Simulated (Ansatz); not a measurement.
System: trimethoxy(methyl)silane, C4H12O3Si (charge 0, singlet). 
Structure (B3LYP-D3(BJ)/def2-TZVP (Ansatz, a program for electronic structure) minimum search):
```xyz
20

Si    -0.0090    -0.0025    -0.1041
C     -0.1701    -0.0472    -1.9579
O     -1.2858    -0.7276     0.6136
C     -2.6245    -0.2658     0.5712
O      0.0652     1.5362     0.4417
C      1.1146     2.4515     0.1809
O      1.3458    -0.7739     0.3861
C      1.5969    -2.1615     0.2501
H     -1.0910     0.4399    -2.2858
H     -0.1878    -1.0745    -2.3278
H      0.6660     0.4648    -2.4390
H     -3.0095    -0.2500    -0.4535
H     -3.2377    -0.9480     1.1600
H     -2.7066     0.7385     0.9942
H      2.0700     2.0676     0.5471
H      0.8878     3.3842     0.6972
H      1.2053     2.6610    -0.8898
H      1.6178    -2.4626    -0.8023
H      2.5713    -2.3749     0.6896
H      0.8374    -2.7504     0.7702
```
Charge 0, spin multiplicity 1.

Basis-set convergence of Hartree-Fock and MP2 correlation energies (hartree) with Ansatz. Correlated levels leave the core frozen unless marked. No spin-orbit coupling. No relativistic terms.

| basis | functions | E(HF) | E(corr, MP2) |
|---|---|---|---|
| cc-pV(D+d)Z | 181 | -672.13066 | -1.21687 |
| cc-pV(T+d)Z | 417 | … | … |

**Question.** Fill in the missing entries.

**Answer.** 
- cc-pV(T+d)Z, E(HF): -672.28634
- cc-pV(T+d)Z, E(corr, MP2): -1.52803
